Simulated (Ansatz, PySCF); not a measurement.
H3Si, SMILES [SiH3-], charge -1. Atoms are numbered in the order given.

```xyz
4

Si    -0.0245    -0.0029    -0.6190
H      1.2846    -0.0077     0.2019
H     -0.6625     1.1406     0.2015
H     -0.6835    -1.1199     0.2211
```
Charge -1, spin multiplicity 1.

Geometry: PBE0-D3(BJ)/def2-TZVPD.

Two levels are set side by side: PBE-D3(BJ)/def2-TZVPD (Ansatz, a first-principles code) and PBE0-D3(BJ)/def2-TZVPD (Ansatz). Each level has its own optimised geometry; the coordinates shown are those of the second. Frequencies come from the Hessian of PySCF at each geometry. Differences are taken from unrounded values.

```tsv
quantity	PBE0-D3(BJ)
mean bond length (Å)	1.545
bond Si1–H2 (Å)	1.545
bond Si1–H3 (Å)	1.545
bond Si1–H4 (Å)	1.545
highest harmonic wavenumber (cm⁻¹)	1911
mean harmonic wavenumber (cm⁻¹)	1413
zero-point energy (kcal/mol)	12.12
```

Q: What does PBE-D3(BJ) give, and how far is it from PBE0-D3(BJ)? (An estimate is asked for; the answer gives what the named calculation found.)

A: 
| quantity | PBE-D3(BJ) | PBE-D3(BJ) minus PBE0-D3(BJ) |
|---|---|---|
| mean bond length (Å) | 1.557 | 0.012 |
| bond Si1–H2 (Å) | 1.557 | 0.012 |
| bond Si1–H3 (Å) | 1.557 | 0.012 |
| bond Si1–H4 (Å) | 1.557 | 0.012 |
| highest harmonic wavenumber (cm⁻¹) | 1840 | -71 |
| mean harmonic wavenumber (cm⁻¹) | 1363 | -49 |
| zero-point energy (kcal/mol) | 11.69 | -0.42 |

Exact exchange shortens and stiffens bonds; PBE has none. Differences between two approximate levels are no errors against the true value.
